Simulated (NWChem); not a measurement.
System: C$_{3}$H$_{2}$F$_{2}$O$_{2}$; SMILES C1(F)=C(F)OCO1

Input file for NWChem:

```
start job
memory heap 200 mb stack 900 mb global 1100 mb
geometry units angstroms noautosym
  F     -0.023684    -1.545039    -1.350547
  C     -0.017566    -0.663974    -0.390237
  C     -0.017566     0.663974    -0.390237
  F     -0.023684     1.545039    -1.350547
  O      0.105737     1.148994     0.882001
  C     -0.121359     0.000000     1.714854
  O      0.105737    -1.148994     0.882001
  H      0.605533     0.000000     2.592570
  H     -1.205533     0.000000     2.104175
end
basis spherical
  * library def2-svp
end
dft
  xc pbe0
  grid fine
  iterations 150
end
driver
  maxiter 120
  tight
end
task dft optimize
task dft freq
```

Excerpt of the output:

```
             Northwest Computational Chemistry Package (NWChem) 7.3.0
             --------------------------------------------------------

                             Geometry "geometry" -> ""
                             -------------------------

 Output coordinates in angstroms (scale by  1.889725989 to convert to a.u.)

  No.       Tag          Charge          X              Y              Z
 ---- ---------------- ---------- -------------- -------------- --------------
    1 F                    9.0000    -0.01861981    -1.54503900    -1.35249506
    2 C                    6.0000    -0.01250181    -0.66397400    -0.39218506
    3 C                    6.0000    -0.01250181     0.66397400    -0.39218506
    4 F                    9.0000    -0.01861981     1.54503900    -1.35249506
    5 O                    8.0000     0.11080119     1.14899400     0.88005294
    6 C                    6.0000    -0.11629481     0.00000000     1.71290594
    7 O                    8.0000     0.11080119    -1.14899400     0.88005294
    8 H                    1.0000     0.61059719     0.00000000     2.59062194
    9 H                    1.0000    -1.20046881     0.00000000     2.10222694

 Effective nuclear repulsion energy (a.u.)     317.8354574176

                                Z-matrix (autoz)
                                --------

 Units are Angstrom for bonds and degrees for angles

[...]

      ----------------------
      Optimization converged
      ----------------------

  Step       Energy      Delta E   Gmax     Grms     Xrms     Xmax
  ---- ---------------- -------- -------- -------- -------- --------
@   14    -464.74497514 -1.7D-11  0.00000  0.00000  0.00002  0.00004
                                     ok       ok       ok       ok

                                Z-matrix (autoz)
                                --------

 Units are Angstrom for bonds and degrees for angles

[...]

 Rotational Constants
 --------------------
 A=   0.117603 cm-1  (  0.169201 K)
 B=   0.115727 cm-1  (  0.166502 K)
 C=   0.059530 cm-1  (  0.085648 K)

 Temperature                      =   298.15K
 frequency scaling parameter      =   1.0000

 Zero-Point correction to Energy  =   34.275 kcal/mol  (  0.054620 au)
 Thermal correction to Energy     =   37.711 kcal/mol  (  0.060097 au)
 Thermal correction to Enthalpy   =   38.304 kcal/mol  (  0.061041 au)

 Total Entropy                    =   75.609 cal/mol-K
   - Translational                =   39.930 cal/mol-K (mol. weight = 108.0023)
   - Rotational                   =   27.078 cal/mol-K (symmetry #  =        1)
   - Vibrational                  =    8.601 cal/mol-K

 Cv (constant volume heat capacity) =   19.130 cal/mol-K
   - Translational                  =    2.979 cal/mol-K
   - Rotational                     =    2.979 cal/mol-K
   - Vibrational                    =   13.171 cal/mol-K

[normal modes left out]

 ----------------------------------------------------------------------------
 Normal Eigenvalue ||           Projected Infra Red Intensities
  Mode   [cm**-1]  || [atomic units] [(debye/angs)**2] [(KM/mol)] [arbitrary]
 ------ ---------- || -------------- ----------------- ---------- -----------
    1       -0.000 ||    0.000103           0.002         0.100       0.024
    2       -0.000 ||    0.000076           0.002         0.074       0.018
    3       -0.000 ||    0.000377           0.009         0.367       0.090
    4        0.000 ||    0.000292           0.007         0.285       0.070
    5        0.000 ||    0.000194           0.004         0.189       0.046
    6        0.000 ||    0.000202           0.005         0.197       0.048
    7      220.697 ||    0.007476           0.172         7.288       1.780
    8      245.053 ||    0.000142           0.003         0.138       0.034
    9      297.888 ||    0.002029           0.047         1.978       0.483
   10      377.770 ||    0.001927           0.044         1.879       0.459
   11      503.769 ||    0.002808           0.065         2.738       0.669
   12      538.647 ||    0.000686           0.016         0.669       0.163
   13      650.362 ||    0.000731           0.017         0.713       0.174
   14      715.059 ||    0.001508           0.035         1.471       0.359
   15      819.597 ||    0.008048           0.186         7.845       1.916
   16     1013.565 ||    0.005034           0.116         4.908       1.199
   17     1124.764 ||    0.080049           1.847        78.035      19.063
   18     1129.816 ||    0.181220           4.181       176.662      43.155
   19     1163.553 ||    0.013063           0.301        12.734       3.111
   20     1262.025 ||    0.019864           0.458        19.364       4.730
   21     1389.309 ||    0.487449          11.246       475.189     116.080
   22     1422.696 ||    0.134241           3.097       130.864      31.968
   23     1488.430 ||    0.043827           1.011        42.725      10.437
   24     1510.804 ||    0.008829           0.204         8.607       2.103
   25     1944.522 ||    0.024489           0.565        23.873       5.832
   26     2984.247 ||    0.093612           2.160        91.258      22.293
   27     3184.370 ||    0.015521           0.358        15.131       3.696
 ----------------------------------------------------------------------------
```

Level: PBE0/def2-SVP.
